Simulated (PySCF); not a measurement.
ClFH2O2Sn, SMILES [OH][Sn]([OH])([F])[Cl]. Geometry optimised at PBE-D3(BJ)/def2-SVP. The structure was generated by enumeration; whether it is a known compound was not checked. The def2 effective core potentials stand for the cores of Sn; spin–orbit coupling is left out. Other conformers were not sampled.

Computed equilibrium geometry at PBE-D3(BJ)/def2-SVP (PySCF confirms it by a frequency run) as Cartesian coordinates in Å (one conformer of several):
```xyz
7

O      0.4319     1.9887     0.3952
Sn    -0.1445     0.1119     0.1220
O     -2.0101     0.0929    -0.5717
F     -0.1809    -0.8785     1.8038
Cl     1.4260    -0.9458    -1.2500
H     -0.3495     2.5070     0.6785
H     -2.4152    -0.7714    -0.3527
```
